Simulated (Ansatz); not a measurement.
Consider the isomerisation: `[SiH3]N[SiH2][SiH2]Cl` → `[SiH3][SiH2]N[SiH2]Cl`.

Program: Ansatz. Geometries: PBE0-D4/def2-TZVP. ΔE: electronic, gas phase. CCSD(T)/CBS is the MP2 limit (def2-TZVPP, def2-QZVPP) plus CCSD(T) − MP2 in def2-TZVPP, frozen cores. Each species was taken in one conformer, which may not be the lowest.

```csv
species,CCSD(T)/CBS(def2) energy (Eh)
`[SiH3]N[SiH2][SiH2]Cl`,-1386.61761
`[SiH3][SiH2]N[SiH2]Cl`,-1386.62577
```

Work out ΔE.

ΔE = (-1386.62577) − (-1386.61761) = -0.00816 Eh = -5.1 kcal/mol.

Largest T1 diagnostic among the species: 0.011.

In def2-TZVPP, CCSD(T) changes the Hartree–Fock value by −1.0 kcal/mol (the triples alone add −0.2 kcal/mol) and MP2 by −0.8 kcal/mol. Leaving LDA and LC-ωPBE aside and taking each functional with its dispersion term where it has one, the values, not all of them listed here, spread over 0.9 kcal/mol, from r2SCAN-D4 to BHLYP-D4.
